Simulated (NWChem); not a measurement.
CH$_{6}$GeS; SMILES C[S][GeH3]

```xyz
9

Ge     0.0604     1.0132     0.0000
S     -0.6884    -1.0787     0.0000
C      0.8934    -1.9798     0.0000
H     -1.1874     1.9078     0.0000
H      0.9172     1.2749     1.2552
H      0.9172     1.2749    -1.2552
H      1.4872    -1.7604    -0.8992
H      0.6438    -3.0499     0.0000
H      1.4872    -1.7604     0.8992
```
Atoms are numbered in this order, from 1.

Computed with NWChem. Pople sets run with spherical d functions. Coordinates come from a PBE0/def2-SVP optimisation. GIAO values for the isolated, static molecule; σ is the absolute isotropic shielding, δ = σ(reference) − σ with the isolated reference molecule computed at the same levels (13C: tetramethylsilane, 1H: tetramethylsilane).

For level LDA (Slater exchange, VWN5)/pcSseg-1:

| Property | Result |
|---|---|
| σ Ge1 (ppm) | 1390.7 |
| σ S2 (ppm) | 667.0 |
| δ C3 (ppm) | 16.8 |
| δ H4 (rotor mean) (ppm) | 4.98 |
| δ H7 (rotor mean) (ppm) | 1.99 |

Question: Estimate the same quantities for level Hartree-Fock/6-31G*.

Answer: 
- σ Ge1 (ppm): 1759.1
- σ S2 (ppm): 805.9
- δ C3 (ppm): 12.1
- δ H4 (rotor mean) (ppm): 4.57
- δ H7 (rotor mean) (ppm): 1.76
